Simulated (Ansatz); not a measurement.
Cartesian coordinates in Å:
```
Cl -0.1331 0.2507 2.3245
Zr -0.0017 0.0032 0.0301
Br 1.0294 2.0177 -0.9552
Br 1.3758 -1.9738 -0.5048
Br -2.2704 -0.2977 -0.8945
```

Charge 0, multiplicity 1. Zr: def2 effective core potential.

(1) List the PBE/def2-TZVPP orbital energies in eV (the Gaussian-basis code of Ansatz). (Best estimate.)

Answers

(1) Ansatz gave: Occupied: -13089.42, -13089.42, -13089.42, -2739.48, -1682.55, -1682.55, -1682.55, -1516.88, -1516.88, -1516.88, -1516.87, -1516.87, -1516.87, -1516.87, -1516.87, -1516.87, -250.06, -229.33, -229.33, -229.33, -190.67, -190.63, -190.63, -171.39, -171.39, -171.39, -171.34, -171.34, -171.34, -171.34, -171.34, -171.34, -68.09, -68.09, -68.09, -68.07, -68.07, -68.07, -68.06, -68.06, -68.06, -68.02, -68.02, -68.02, -68.02, -68.02, -68.02, -56.38, -33.97, -33.93, -33.93, -20.46, -19.53, -19.38, -19.38, -9.73, -9.27, -9.13, -9.13, -8.89, -8.89, -8.38, -8.38, -8.24, -7.81, -7.81, -7.67. Lowest empty: -3.51, -3.51, -2.72, -2.72, -2.65, -0.94, 0.40, 0.40.
